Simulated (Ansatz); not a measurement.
Ansatz (a program for electronic structure) input (RI-MP2/cc-pV(T+d)Z):
A basis named .json is the Basis Set Exchange file of that set.

Ansatz 0.2 input:
```yaml
crystal:
  periodic: [false, false, false]
  atoms:
    - {symbol: N, position_ang: [-0.00000000, -0.00000000, -1.05712003]}
    - {symbol: P, position_ang: [0.00000000, 0.00000000, 0.49332268]}
basis:
  gaussian:
    orbitals: cc-pV_T+d_Z.json
    fitting: {mean_field: def2-universal-jkfit, correlation: cc-pVTZ-RIFIT.json}
total_charge: -1
magnetization: {spin_polarized: true, initial_magnetization: 1}
correlation: {method: mp2, electrons: outside_noble_gas}
```

Output:

```
Functional definition: HF
integrals: 0.01 GiB planned
205 factors; integrals over basis functions are off by at most 1.1e0 eV
203 factors; integrals over basis functions are off by at most 6.4e-1 eV
mean field: 0.09 GiB planned
mean field evaluation 1: about -10751.9417 eV, gradient 1.1e1 eV
mean field evaluation 2: about -10752.7177 eV, gradient 4.7e0 eV
mean field evaluation 4: about -10752.8737 eV, gradient 1.2e0 eV
mean field evaluation 8: about -10752.8726 eV, gradient 3.5e-1 eV
mean field evaluation 16: about -10750.9434 eV, gradient 1.4e1 eV
mean field evaluation 32: about -10753.1107 eV, gradient 2.4e-1 eV
mean field -10753.11111865 eV, -395.1695448899 hartree, gradient 2.1e-6 eV, S^2 1.207053; 3 other end points of the search recorded, 0 dependent functions left out
6 core orbitals not correlated
reference -10753.11111865 eV, -395.1695448899 hartree; 6, 5 occupied and 57, 58 virtual orbitals, 203 factors
second order -8.20473390 eV of doubles, -0.00000000 eV of singles
Total energy: -10761.31585255 eV, -395.4710632994 hartree
```

The determinant is spin-contaminated: <S^2> is 1.21 against 0.75 for a pure state.
